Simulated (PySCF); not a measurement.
BI$_{3}$, triplet, geometry from GFN2-xTB (a higher spin typed on purpose: for a closed-shell molecule this is an excited state) (all electrons, no relativity) (in this run its highest filled SCF level lies above zero, so its values depend strongly on the basis, on diffuse functions most of all). Base run: BLYP/STO-3G (PySCF).

The PySCF input:
```python
from pyscf import gto, scf, dft

mol = gto.M(
    atom='''
B    -0.00000000   -0.00000000    0.00000000
I     2.06079460   -0.36066386   -0.61755843
I    -0.76527340   -0.90866053    1.82948732
I    -1.29552119    1.26932438   -1.21192889
''',
    basis='sto-3g',
    spin=2,
    verbose=4,
)

mf = dft.UKS(mol)
mf.xc = 'blyp'
mf.kernel()
```

The base run was repeated with changes; each row names its change, and settings that it needs were set with it.

```
change                       E (Eh)  HOMO (eV)  <S^2>  core-seconds (rough)
---------------------  ------------  ---------  -----  --------------------
base                   -20582.59625       0.22  2.004                     7
functional = b3lyp5    -20582.35298      -1.06  2.006                     5
functional = tpssh     -20582.40917      -0.91  2.008                    20
functional = m06l      -20583.40249      -0.33  2.006                    20
functional = revpbe    -20581.92881       0.01  2.006                     7
functional = camb3lyp  -20583.64361      -2.87  2.007                    30
functional = lda,vwn   -20564.38423       0.11  2.004                     6
functional = wb97x_v   -20581.98019      -1.03  2.002                    90
functional = hse06     -20581.87409      -1.11  2.008                    50
functional = b97m_v    -20581.91363      -0.23  2.007                    70
functional = bp86      -20584.45063      -0.09  2.005                     7
functional = x3lyp     -20582.52842      -1.19  2.006                    10
functional = m06       -20582.74501      -1.16  2.005                    10
```

Totals shift with the method and basis; they matter in differences.

Open shells are given as the SCF converged; they aren't shown to be the lowest states, and a large step between rows can be another state.
